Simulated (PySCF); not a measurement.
Bond length, frequency and bond energy of SbF⁻ by level of theory

State: ²Π (doublet), unpaired electrons π ↑. Set-up: PySCF, scalar-relativistic core potentials, basis sets Sb def2-SVPD with ECP28, F def2-SVPD. De refers to Sb + F⁻ in their high-spin ground configurations, without counterpoise correction. The functionals are run spin-unrestricted. A positive dipole points towards F; it is taken about the centre of mass and depends on that origin.

```
      Level  Re (Å)  ωe (cm⁻¹)  De (eV)  μ (D)
        UHF   2.048        483      n/a  -2.12
    UHF-MP2   2.083        461     0.99    n/a
UHF-SCS-MP2   2.085        457     1.06    n/a
        PBE   2.103        438     1.52  -2.01
       BP86   2.101        439     1.58  -1.96
     r²SCAN   2.072        463     1.51  -1.86
       PBE0   2.069        467     1.50  -1.98
        M06   2.081        455     1.89  -2.13
      HSE06   2.071        466     1.58  -1.98
  BHandHLYP   2.060        474      n/a  -2.16
```

Question: What does a quarter of exact exchange do here, going from PBE to PBE0?

Answer: PBE0 less PBE: -3.4 pm in Re, +6.6 % in ωe, -0.02 eV in De. Exact exchange removes part of the self-interaction that spreads semilocal densities, and in most molecules shortens and stiffens the bond and lowers De; so it does here.

Question: What does second-order correlation do here, going from UHF to UHF-MP2?

Answer: UHF-MP2 less UHF: +3.5 pm in Re, -4.6 % in ωe. Correlation nearly always deepens the well. The bond lengthens, as in strong covalent bonds, where excitations into antibonding orbitals dominate.

Correlated steps freeze 5 core orbitals. Correlated levels converge slowly with the basis: in double zeta they bind strong bonds too weakly, by up to about 1 eV, and carry superposition errors of some tenths. Spin–orbit coupling is left out, which matters for elements this heavy, above all for dissociation energies. For an ion De counts to the pair picked by the measured ionisation energies or electron affinities, which need not be the lowest pair at this level. The highest Kohn–Sham level is positive in this anion. Much of that is self-interaction error, but it also means that the finite basis helps to hold the extra electron. The state was picked by a PBE0 search and need not be the measured ground state.
